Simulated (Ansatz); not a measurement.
A barrier at the coupled-cluster level

Start structure (SiNH$_{6}$Br, singlet), relaxed at PBE0-D4/def2-TZVP:

Si1  (-0.461, -0.008, -0.147)
H2  (0.959, -0.011, 0.348)
H3  (-0.820, -1.425, -0.399)
H4  (-1.283, 0.575, 0.941)
N5  (-0.730, 0.890, -1.581)
H6  (1.557, -0.871, 1.838)
Br7  (1.899, -1.589, 3.027)
H8  (-0.717, 1.897, -1.560)
H9  (-0.404, 0.542, -2.467)
(Å)

The step: SiNH₅ ([NH2][SiH3]) + HBr → SiNH₄Br ([NH2][SiH2][Br]) + H₂; bonds formed: Si1–Br7, H2–H6; bonds broken: Si1–H2, H6–Br7. Ansatz 0.2.0; basis: def2-TZVPP and def2-QZVPP; cores frozen in the correlated methods. Filled d shells of the heavier atoms are correlated. The def2 sets are not built for correlating such inner shells, so the correlated values are less sure here. Extrapolation: Hartree–Fock as exp(−7.88 √X), correlation as X^−2.97. Energies below are by CCSD(T) at an estimated basis limit (MP2 extrapolated from triple and quadruple zeta, plus CCSD(T) − MP2 in triple zeta).

(1) What are the electronic barrier and the energy of the step, from the start structure to the end structure? (Judge from chemistry; the value comes from the calculation.)

The T1 diagnostic stays at or below 0.010.

Results:

(1) The calculation gives: Barrier 1.226 eV; step energy -0.932 eV (downhill); reverse barrier, their difference, 2.158 eV. Barrier and step energy count from the start structure, the reverse barrier from the end structure.

The saddle point: One imaginary mode of 517i cm⁻¹.
```tsv
pair	start (Å)	saddle (Å)	end (Å)
Si1–Br7	4.26	2.71	2.24
H2–H6	1.82	0.86	0.75
Si1–H2	1.50	1.76	4.53
H6–Br7	1.43	1.97	3.35
```

Zero-point energy (harmonic, PBE0-D4): ZPE is 1.566 eV at the start and 1.605 eV at the saddle, so the barrier goes from 1.226 to 1.265 eV.

Labels in which every atom is bracketed show which atoms are joined, not bond orders.

For scale, one of the runs: CCSD(T)/def2-TZVPP, 205 basis functions, launched by `ansatz run in.yaml --threads 4 --pin off --events-out ev --progress --plain --max-ram 9574MiB`. Time: 97 s of wall clock on 4 CPU threads of an Intel Xeon; the host was shared. Peak host memory: 2.6 GiB.
